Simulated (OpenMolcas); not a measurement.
Cu2+ (d9) in a complex was computed by SS-CASPT2, IPEA 0.25 Eh, imaginary shift 0.1 Eh with the d shell active (OpenMolcas, ANO-RCC-VDZP on the metal). Its lowest spin-free states, and all those of the highest spin:

| 2S+1 | Degeneracy | E (cm-1) |
| --- | --- | --- |
| 2 | 1 | 0 |
| 2 | 1 | 580 |
| 2 | 1 | 3860 |
| 2 | 2 | 4030 |

**Question.** Is the site octahedral, tetrahedral or cube-like, axial, or of lower symmetry?

**Answer.** The states with 2S+1 = 2 have orbital degeneracies 1, 1, 1, 2. There are pairs but no triples, so the site is axial: not cubic, but with a proper or improper axis of order three or more. The run had Cu2+ with 6 ligands (oxide) in tetragonal octahedral coordination (D4h) at 2.2 Å, the axial distance 2.244 Å. A charge of +1.67 e stands 2.6 Å behind each ligand. Ligand basis ANO-RCC-VDZP.

Over all roots computed the reference weight is 0.64; a low but even weight reflects the number of correlated electrons. The oxide ions are held by bare point charges, a crude embedding. A single d shell leaves out the double-shell effect, which counts most for late 3d ions, where the CASPT2 field can be off either way by tens of per cent. Ligand-to-metal charge-transfer states are missing. With oxide or sulfide held by bare charges the field of late divalent 3d ions can come out several times too small, and g and χT far too large. With one d shell and no ligand orbital active, 10Dq can be off by tens of per cent for divalent 3d ions, low with halides held by bare charges and at times high in hosts, and the orbital part of g and χT goes as 1/10Dq. Free-ion shares, where given, are those of the reference states; single-state CASPT2 does not remix them. The distance lies 4 % over the 2.11 Å that this model takes as the normal distance (a Shannon-type radius plus a fixed donor radius); by an R⁻⁵ law this alone changes a d-shell field by about -19 %. No measured value stands beside these numbers; the geometry was imposed, not optimised, and the real ion may take another.
